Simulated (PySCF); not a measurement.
A structure optimised at PBE-D3(BJ)/def2-SVP, used in a PySCF frequency run:

```
C
C 1 1.3523
H 2 1.1016 1 124.27
C 1 1.4958 2 127.65 3 0.16
H 4 1.1074 1 112.05 2 1.29
H 4 1.1121 5 108.18 1 -122.95
H 4 1.1124 5 108.06 6 -114.37
C 2 1.5097 3 123.30 1 -176.61
H 8 1.1111 2 113.49 3 -46.44
H 8 1.1160 9 105.75 2 -121.18
C 1 1.5180 2 110.45 3 -177.01
H 11 1.1117 1 112.79 2 -137.05
H 11 1.1160 12 105.78 1 119.81
C 11 1.5459 12 113.04 13 123.03
H 14 1.1080 11 113.35 12 -90.79
H 14 1.1098 15 107.04 11 -120.23
```

Write its SMILES and formula.

CC1=CCCC1, C6H10

What are its rotational constants (standard atomic weights)?

6.8965, 3.0099, 2.2324 GHz
